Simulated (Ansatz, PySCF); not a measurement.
Noncovalent pair: HF (SMILES F) (first 2 atoms) with HCl (SMILES Cl); geometry from B3LYP-D3(BJ)/def2-TZVP, rigid monomers moved along the line of their centres of mass till H2···Cl3 is 3.20 Å.
(charge 0, multiplicity 1):
```xyz
4

F     -0.0125    -0.0839    -0.1391
H      0.1544     0.1338     0.7509
Cl    -0.0417     0.6386     3.9096
H     -1.2564     0.2212     3.8908
```

Counterpoise-corrected where a basis set is named; no monomer relaxation.

Correlated levels freeze the cores. CBS: X⁻³ extrapolation of the correlation energy, Hartree–Fock from the larger set.

The values were computed with Ansatz (Gaussian basis) for Hartree–Fock, density functionals and correlated methods; PySCF for the dispersion terms. Values without a source in brackets are computed.

PBE/def2-TZVPPD gives -1.46 kcal/mol for the interaction energy.

Q: Predict the shift from PBE, with its sign, for: PBE-D3(BJ)/def2-TZVPPD, r2SCAN/def2-TZVPPD, PBE0/def2-TZVPPD, wB97M-V/def2-TZVPPD, MP2/CBS(aug-cc-pV(T+d)Z, aug-cc-pV(Q+d)Z), CCSD(T)/CBS(aug-cc-pV(T+d)Z, aug-cc-pV(Q+d)Z).

A: PBE-D3(BJ)/def2-TZVPPD -0.22; r2SCAN/def2-TZVPPD 0.04; PBE0/def2-TZVPPD 0.09; wB97M-V/def2-TZVPPD 0.04; MP2/CBS(aug-cc-pV(T+d)Z, aug-cc-pV(Q+d)Z) 0.02; CCSD(T)/CBS(aug-cc-pV(T+d)Z, aug-cc-pV(Q+d)Z) 0.03 kcal/mol. 5 of 6 lie above PBE; the widest gap is to PBE-D3(BJ)/def2-TZVPPD.

Ansatz is a program for electronic structure.
